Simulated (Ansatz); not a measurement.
A displaced shape of singlet BF₃:

```xyz
4

B     0.0136   -0.0481   -0.0022
F     1.2932    0.0439   -0.0166
F    -0.6680    1.1296   -0.0480
F    -0.6646   -1.1204    0.0469
```

It was optimised with HF/def2-SVP in Ansatz (development build ahead of 0.2.0) to forces under 0.001 eV/Å, with restricted orbitals. Each step stands on the lowest determinant of that kind that the program's search found.

Question: What shape does it relax to, and how does the optimisation go?

Answer:

```yaml
atoms:
  - { symbol: B, position_ang: [-0.0064, 0.0013, -0.0050] }
  - { symbol: F, position_ang: [1.2912, 0.0151, -0.0153] }
  - { symbol: F, position_ang: [-0.6676, 1.1172, -0.0467] }
  - { symbol: F, position_ang: [-0.6429, -1.1285, 0.0471] }
```

Bond lengths: B1–F2 1.298 Å, B1–F3 1.298 Å, B1–F4 1.298 Å. Angles: F2–B1–F3 120.0°, F2–B1–F4 120.0°, F3–B1–F4 120.0°.

```json
{"step": "1", "E − E(start) (eV)": "0.0000", "largest force (eV/Å)": "3.8625"}
{"step": "2", "E − E(start) (eV)": "-0.0901", "largest force (eV/Å)": "2.1925"}
{"step": "3", "E − E(start) (eV)": "0.1730", "largest force (eV/Å)": "3.0713"}
{"step": "4", "E − E(start) (eV)": "-0.1335", "largest force (eV/Å)": "0.2783"}
{"step": "5", "E − E(start) (eV)": "-0.1360", "largest force (eV/Å)": "0.2216"}
{"step": "6", "E − E(start) (eV)": "-0.1397", "largest force (eV/Å)": "0.0719"}
{"step": "7", "E − E(start) (eV)": "-0.1398", "largest force (eV/Å)": "0.0188"}
{"step": "8", "E − E(start) (eV)": "-0.1398", "largest force (eV/Å)": "0.0128"}
{"step": "9", "E − E(start) (eV)": "-0.1398", "largest force (eV/Å)": "0.0046"}
{"step": "10", "E − E(start) (eV)": "-0.1398", "largest force (eV/Å)": "0.0004"}
```

The optimisation ended after 10 steps with its threshold met.
